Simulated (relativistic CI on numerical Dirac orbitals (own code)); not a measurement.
**Forbidden lines of Gd36+**

Computed by Dirac-Coulomb-Breit CI, separate exchange-only KLI orbitals for each configuration, QED by a radiative potential, unscaled Slater integrals (own radial code, finite nucleus).

Configuration list (outside the closed core [Ne]): 3s2 3p6 3d10, 3s2 3p6 3d9 4s, 3s2 3p6 3d9 4p, 3s2 3p6 3d9 4d, 3s2 3p5 3d10 4s, 3s2 3p6 3d9 4f, 3s2 3p5 3d10 4p, 3s2 3p6 3d8 4s2, 3s2 3p6 3d8 4s 4p, 3s2 3p5 3d10 4d, 3s 3p6 3d10 4s, 3s2 3p6 3d9 5s, 3s2 3p6 3d8 4p2, 3s2 3p6 3d9 5p, 3s2 3p6 3d8 4s 4d, 3s2 3p5 3d10 4f, 3s 3p6 3d10 4p, 3s2 3p6 3d9 5d, 3s2 3p6 3d8 4p 4d, 3s2 3p5 3d9 4s2, 3s2 3p6 3d9 5f, 3s2 3p6 3d9 5g, 3s2 3p5 3d9 4s 4p, 3s2 3p6 3d8 4d2, 3s 3p6 3d10 4d, 3s2 3p5 3d9 4p2, 3s2 3p6 3d9 6s, 3s2 3p5 3d9 4s 4d, 3s 3p6 3d9 4s2, 3s2 3p6 3d9 6p, 3s 3p6 3d10 4f, 3s2 3p5 3d10 5s, 3s2 3p6 3d9 6d, 3s2 3p5 3d9 4p 4d, 3s2 3p4 3d10 4s2, 3s2 3p5 3d10 5p. Levels of other configurations are missing.

```
λ vac (Å)                      Lower                          Upper  Type   A (s⁻¹)  E lower (10³ cm⁻¹)  E upper (10³ cm⁻¹)
   6.3054      3s2 3p6 3d10 1S_0 [1]      3s 3p6 3d10 4d 1D_2 [177]    E2  5.09e+10                 0.0             15859.5
   6.5312      3s2 3p6 3d10 1S_0 [1]     3s2 3p5 3d10 4f 3F_2 [164]    E2  1.91e+11                 0.0             15311.2
   7.0535      3s2 3p6 3d10 1S_0 [1]      3s2 3p5 3d10 4f 1D_2 [99]    E2  1.84e+11                 0.0             14177.4
   9.6817      3s2 3p6 3d10 1S_0 [1]       3s2 3p6 3d9 4d 1D_2 [25]    E2  7.01e+09                 0.0             10328.7
   11.186    3s2 3p6 3d9 4s 3D_2 [5]     3s2 3p6 3d8 4s2 1S_0 [243]    E2  3.21e+09              8572.5             17512.5
   11.297    3s2 3p6 3d9 4s 3D_3 [2]     3s2 3p6 3d8 4s2 1G_4 [230]    E2  2.52e+08              8303.1             17154.9
   11.308    3s2 3p6 3d9 4s 3D_3 [2]     3s2 3p6 3d8 4s2 3P_1 [229]    E2  1.50e+09              8303.1             17146.3
   11.312    3s2 3p6 3d9 4s 1D_2 [3]     3s2 3p6 3d8 4s2 1G_4 [230]    E2  1.28e+09              8315.0             17154.9
   11.347   3s2 3p6 3d9 4p 3F°_3 [7]  3s2 3p6 3d8 4s 4p 3G°_5 [261]    E2  5.28e+08              8906.0             17718.8
   11.352    3s2 3p6 3d9 4s 3D_3 [2]     3s2 3p6 3d8 4s2 3P_2 [228]    E2  1.38e+09              8303.1             17112.1
   11.363   3s2 3p6 3d9 4p 3F°_3 [7]  3s2 3p6 3d8 4s 4p 3H°_5 [257]    E2  8.81e+08              8906.0             17706.8
   11.385    3s2 3p6 3d9 4s 3D_1 [4]     3s2 3p6 3d8 4s2 3F_2 [232]    E2  6.37e+08              8564.4             17347.6
   11.396    3s2 3p6 3d9 4s 3D_2 [5]     3s2 3p6 3d8 4s2 3F_2 [232]    E2  2.39e+09              8572.5             17347.6
   11.402  3s2 3p6 3d9 4p 3D°_3 [13]  3s2 3p6 3d8 4s 4p 3G°_5 [307]    E2  7.45e+08              9314.3             18084.5
   11.405  3s2 3p6 3d9 4p 3F°_4 [10]  3s2 3p6 3d8 4s 4p 3H°_6 [299]    E2  1.40e+09              9280.8             18049.1
   11.430    3s2 3p6 3d9 4s 3D_3 [2]     3s2 3p6 3d8 4s2 3F_3 [227]    E2  9.10e+08              8303.1             17051.9
   11.446    3s2 3p6 3d9 4s 1D_2 [3]     3s2 3p6 3d8 4s2 3F_3 [227]    E2  6.66e+08              8315.0             17051.9
   11.473  3s2 3p6 3d9 4p 3F°_3 [16]  3s2 3p6 3d8 4s 4p 3F°_4 [326]    E2  1.41e+09              9551.8             18268.0
   11.497  3s2 3p6 3d9 4p 3D°_2 [17]  3s2 3p6 3d8 4s 4p 3F°_4 [326]    E2  5.85e+08              9569.8             18268.0
   11.528  3s2 3p6 3d9 4p 3F°_4 [10]  3s2 3p6 3d8 4s 4p 5G°_5 [284]    E2  1.06e+09              9280.8             17955.3
   11.538    3s2 3p6 3d9 4s 1D_2 [3]     3s2 3p6 3d8 4s2 3P_0 [226]    E2  3.14e+09              8315.0             16982.4
   11.652    3s2 3p6 3d9 4s 3D_2 [5]     3s2 3p6 3d8 4s2 1G_4 [230]    E2  1.65e+09              8572.5             17154.9
   11.652    3s2 3p6 3d9 4s 3D_1 [4]     3s2 3p6 3d8 4s2 3P_1 [229]    E2  1.42e+09              8564.4             17146.3
   11.665      3s2 3p6 3d10 1S_0 [1]        3s2 3p6 3d9 4s 3D_2 [5]    E2  1.31e+09                 0.0              8572.5
   11.684    3s2 3p6 3d9 4s 3D_3 [2]     3s2 3p6 3d8 4s2 1D_2 [223]    E2  5.10e+08              8303.1             16861.8
   11.699    3s2 3p6 3d9 4s 3D_1 [4]     3s2 3p6 3d8 4s2 3P_2 [228]    E2  1.32e+09              8564.4             17112.1
   11.700    3s2 3p6 3d9 4s 1D_2 [3]     3s2 3p6 3d8 4s2 1D_2 [223]    E2  2.53e+09              8315.0             16861.8
   11.720  3s2 3p6 3d9 4p 3F°_3 [16]  3s2 3p6 3d8 4s 4p 3G°_5 [307]    E2  7.75e+08              9551.8             18084.5
   11.733   3s2 3p6 3d9 4p 3P°_2 [6]  3s2 3p6 3d8 4s 4p 3D°_1 [238]    E2  1.64e+09              8897.2             17420.3
   11.738   3s2 3p6 3d9 4p 3F°_3 [7]  3s2 3p6 3d8 4s 4p 3F°_2 [239]    E2  1.69e+09              8906.0             17425.3
   11.747   3s2 3p6 3d9 4p 3F°_3 [7]  3s2 3p6 3d8 4s 4p 3D°_3 [237]    E2  8.60e+08              8906.0             17418.8
   11.765    3s2 3p6 3d9 4s 3D_3 [2]     3s2 3p6 3d8 4s2 3F_4 [212]    E2  2.24e+09              8303.1             16802.6
   11.766  3s2 3p6 3d9 4p 3F°_4 [10]  3s2 3p6 3d8 4s 4p 3F°_4 [267]    E2  2.52e+08              9280.8             17780.0
   11.782    3s2 3p6 3d9 4s 1D_2 [3]     3s2 3p6 3d8 4s2 3F_4 [212]    E2  7.44e+08              8315.0             16802.6
   11.782    3s2 3p6 3d9 4s 3D_1 [4]     3s2 3p6 3d8 4s2 3F_3 [227]    E2  5.97e+08              8564.4             17051.9
   11.791   3s2 3p6 3d9 4p 3P°_2 [6]  3s2 3p6 3d8 4s 4p 3D°_2 [236]    E2  1.11e+09              8897.2             17378.0
   11.793    3s2 3p6 3d9 4s 3D_2 [5]     3s2 3p6 3d8 4s2 3F_3 [227]    E2  8.37e+08              8572.5             17051.9
   11.809   3s2 3p6 3d9 4p 3P°_2 [6]  3s2 3p6 3d8 4s 4p 3D°_3 [235]    E2  2.45e+09              8897.2             17365.5
   11.812  3s2 3p6 3d9 4p 3D°_3 [13]  3s2 3p6 3d8 4s 4p 3F°_4 [267]    E2  6.67e+08              9314.3             17780.0
   11.827   3s2 3p6 3d9 4p 3F°_3 [7]  3s2 3p6 3d8 4s 4p 3G°_4 [234]    E2  2.31e+09              8906.0             17361.3
   11.851  3s2 3p6 3d9 4p 3F°_4 [10]  3s2 3p6 3d8 4s 4p 3G°_5 [261]    E2  6.49e+08              9280.8             17718.8
   11.868  3s2 3p6 3d9 4p 3F°_4 [10]  3s2 3p6 3d8 4s 4p 3H°_5 [257]    E2  3.15e+08              9280.8             17706.8
   11.886   3s2 3p6 3d9 4p 3P°_2 [6]  3s2 3p6 3d8 4s 4p 5D°_4 [231]    E2  2.59e+08              8897.2             17310.3
   11.899   3s2 3p6 3d9 4p 3F°_3 [7]  3s2 3p6 3d8 4s 4p 5D°_4 [231]    E2  2.73e+08              8906.0             17310.3
   12.026      3s2 3p6 3d10 1S_0 [1]        3s2 3p6 3d9 4s 1D_2 [3]    E2  1.64e+09                 0.0              8315.0
```

Terms are leading LS components. Brackets give the number of a level in order of energy, since labels repeat. The list gives strong lines, with weight on those to low levels, among the lowest 400 of 2285 levels, so that lines to higher ones, which can be the strongest, are missing. Levels whose partners in the same complex of configurations lie outside the list can be far off, and so can their lines. Rates are taken at the computed energies, electric ones in the length gauge.

At this charge energies of transitions that change n are usually good to better than 1 %, and those within a shell (Δn = 0) to a few per cent.

LS names give the leading component of a level, which can be under half, so a name can repeat, a term be missing and a line seem to break the LS rules.
